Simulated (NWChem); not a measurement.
Species: CHF$_{2}$O$_{3}$S, doublet; SMILES O=S(=O)(O)[C](F)F

```xyz
8

O     -1.1743    -1.2053    -0.7210
S      0.0378    -0.6912    -0.1257
O      1.3630    -1.1332    -0.4587
O     -0.1134    -0.8036     1.4832
C      0.0149     1.0896    -0.3780
F      1.0716     1.7300     0.0368
F     -1.0994     1.6745    -0.0183
H     -1.0469    -0.9813     1.6840
```
Atoms are numbered in this order, from 1.

All runs: NWChem. Pople sets run with spherical d functions. Spin-unrestricted. Structure relaxed at the PBE0/def2-SVP, spin-unrestricted level. No frequency run checked for a minimum. No stability test was run on the SCF state.

For level PBE0/6-311G**:

```
Quantity                     Result
---------------------------  ------
highest occupied level (eV)   -8.00
```

**Question.** Estimate the same quantities for level PBE0/6-31G*.

**Answer.** 
| Quantity | Value |
|---|---|
| highest occupied level (eV) | -7.61 |
